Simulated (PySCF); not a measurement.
H4I2N2Ti, multiplicity 1. Atoms are numbered in the order given.

```xyz
9

Ti     0.0025    -0.8997     0.0000
I     -0.0064     0.5394    -2.1690
I     -0.0064     0.5394     2.1690
N     -1.4372    -2.0484     0.0000
H     -1.9316    -2.3450    -0.8418
H     -1.9316    -2.3450     0.8418
N      1.5075    -1.9702     0.0000
H      2.4478    -1.5714     0.0000
H      1.5453    -2.9872     0.0000
```
Charge 0, spin multiplicity 1.

Geometry optimised at B3LYP-D3(BJ)/def2-SVP. The multiplicity is an assumed one; other spin states were not compared. The def2 effective core potentials stand for the cores of I; spin–orbit coupling is left out. The values are those of a single conformer.

Vertical ionisation energy (IE) and electron affinity (EA) in eV. Rows of orbital energies are one-electron estimates. Where ΔSCF, EOM or ADC give a negative EA the extra electron is unbound and the value depends on the basis.

| level | IE | EA |
|---|---|---|
| −ε(HOMO), −ε(LUMO), r2SCAN/def2-TZVP (PySCF) | 6.35 | 3.45 |
| −ε(HOMO), −ε(LUMO), PBE/def2-TZVP (PySCF) | … | … |

**Question.** Complete the blanks. (An estimate is asked for; the answer gives what the named calculation found.)

**Answer.** 
- −ε(HOMO), −ε(LUMO), PBE/def2-TZVP (PySCF), IE: 6.05
- −ε(HOMO), −ε(LUMO), PBE/def2-TZVP (PySCF), EA: 3.48
